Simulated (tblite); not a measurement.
Start geometry of `Cc1c[pH]c(C)c1` from a force field or distance geometry (Å):
```
atom  x, y, z in Å
C1    -2.474   -0.440   -0.250
C2    -1.146    0.116    0.096
C3    -0.913    1.282    0.726
P4     0.912    1.568    0.962
C5     1.217   -0.078    0.125
C6     2.583   -0.607   -0.109
C7     0.052   -0.639   -0.232
H8    -3.282    0.242    0.062
H9    -2.560   -0.588   -1.330
H10   -2.651   -1.401    0.250
H11   -1.704    1.969    1.030
H12    1.139    2.408   -0.135
H13    3.103   -0.744    0.857
H14    2.567   -1.574   -0.621
H15    3.169    0.092   -0.721
H16   -0.020   -1.597   -0.721
```

**Question.** What comes out of this run: tblite, GFN2-xTB geometry optimisation, gas phase?

**Answer.** 
```
atom  x, y, z in Å
C1    -2.499   -0.437   -0.240
C2    -1.145    0.094    0.089
C3    -0.886    1.287    0.661
P4     0.871    1.504    0.999
C5     1.207   -0.049    0.102
C6     2.584   -0.580   -0.111
C7     0.052   -0.656   -0.228
H8    -3.275    0.257    0.074
H9    -2.586   -0.602   -1.314
H10   -2.659   -1.394    0.258
H11   -1.632    1.993    0.985
H12    1.147    2.345   -0.083
H13    3.092   -0.713    0.844
H14    2.549   -1.538   -0.627
H15    3.178    0.116   -0.704
H16   -0.005   -1.616   -0.717
```

The energy falls by 0.123 eV over 29 L-BFGS steps, the largest force on an atom goes from 1.24 to 0.009 eV/Å, and the atoms move by 0.048 Å rms after alignment. The bond that changes most is C3–P4 (unsaturated ring CH carbon to ring phosphorus), which shortens by 0.060 Å. Bonds longer at the end by more than 0.005 Å: 2 of 16; shorter: 9. Among the angles that change most is C5–P4–H12, from 98.6° to 95.5°. Rotational constants go from 3643, 1790, 1230 to 3766, 1799, 1248 MHz. The orientation of the end geometry is arbitrary; only internal coordinates are fixed.

The run took 0.17 s of wall time on Arm Neoverse V1, one thread, shared host.

Its GFN2-xTB frequencies are all real (lowest 63 cm⁻¹). 2 starts were optimised and ended at 0.00 and 0.23 kcal/mol (GFN2-xTB); the lowest of these is shown.

These are computed values.
